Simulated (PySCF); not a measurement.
C3H2N3, SMILES c1n[c]ncn1, multiplicity 2.

The structure is a stationary point at B3LYP-D3(BJ)/def2-SVP. The isomer is the one that the SMILES or the coordinates give; other isomers of the formula were not compared.

The numbers are results of TDA-PBE/def2-SVPD run with PySCF, not measurements.

Vertical excitations. Gas-phase values at a fixed geometry.

Computed excitation energies, oscillator strengths and character:
```
state    energy (eV)  λ (nm)      f                                                      main pairs
-------  -----------  ------  -----  --------------------------------------------------------------
root 1          2.20     564  0.000                                               α HOMO→LUMO 100 %
root 2          2.64     470  0.004                                              α HOMO→LUMO+1 99 %
root 3          3.57     348  0.000                          α HOMO−1→LUMO 35 %, β HOMO→LUMO+1 64 %
root 4          3.57     348  0.009                                                β HOMO→LUMO 97 %
root 5          4.04     307  0.032                                              β HOMO−1→LUMO 94 %
root 6          4.09     303  0.007                          α HOMO−1→LUMO 64 %, β HOMO→LUMO+1 35 %
root 7          4.21     294  0.000  α HOMO−1→LUMO+1 72 %, β HOMO→LUMO+2 16 %, β HOMO−1→LUMO+1 12 %
root 8          4.29     289  0.000                       α HOMO−1→LUMO+1 6 %, β HOMO−1→LUMO+1 85 %
root 9          4.48     277  0.000                        α HOMO−1→LUMO+1 21 %, β HOMO→LUMO+2 77 %
root 10         4.63     268  0.000   α HOMO−2→LUMO+1 37 %, β HOMO−1→LUMO+2 54 %, β HOMO−2→LUMO 8 %
```
Unrestricted roots are not spin-pure.
